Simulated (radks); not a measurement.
Results of a calculation; reference values are marked as such.
Species: Pd III. Configuration: [Kr] 4d8 (the NIST ground configuration). Level of theory: scalar-relativistic Kohn-Sham, LDA (Slater exchange, Perdew-Wang correlation), spin-polarised, spherical densities, finite nucleus; open shells are filled with parallel spins first (spin-orbit coupling, left out, can overturn this in heavy ions); Fermi nuclear charge, rms radius 4.5318 fm (a radial shooting solver on a logarithmic mesh with Libxc functionals).

Normalised radial functions P(r) = r R(r), r in bohr:

r	3d down	4s down	4p up
0.001091	0.0000	0.0480	0.0008
0.001627	0.0000	0.0681	0.0017
0.002427	0.0000	0.0955	0.0034
0.003621	0.0001	0.1311	0.0070
0.005402	0.0004	0.1745	0.0142
0.008059	0.0013	0.2210	0.0285
0.01202	0.0040	0.2578	0.0558
0.01793	0.0120	0.2588	0.1050
0.02676	0.0343	0.1852	0.1849
0.03991	0.0928	0.0032	0.2925
0.05955	0.2320	-0.2597	0.3863
0.08883	0.5159	-0.4361	0.3596
0.1325	0.9767	-0.2522	0.0833
0.1977	1.4857	0.3231	-0.3868
0.2949	1.6920	0.6693	-0.6020
0.44	1.3262	0.0697	-0.0862
0.6564	0.6375	-0.9565	0.8113
0.9792	0.1584	-1.1349	1.1071
1.461	0.0160	-0.5391	0.6546
2.179	0.0005	-0.1085	0.1854
3.251	0.0000	-0.0074	0.0212
4.85	0.0000	-0.0001	0.0007

3d down: eigenvalue -351.25 eV, 0 radial nodes, <r> = 0.358 bohr, 90 % of the charge inside 0.567 bohr. 4s down: eigenvalue -109.79 eV, 3 radial nodes at r = 0.0401, 0.161, 0.452 bohr, <r> = 0.941 bohr, 90 % of the charge inside 1.37 bohr. 4p up: eigenvalue -76.868 eV, 2 radial nodes at r = 0.143, 0.458 bohr, <r> = 1.03 bohr, 90 % of the charge inside 1.53 bohr.
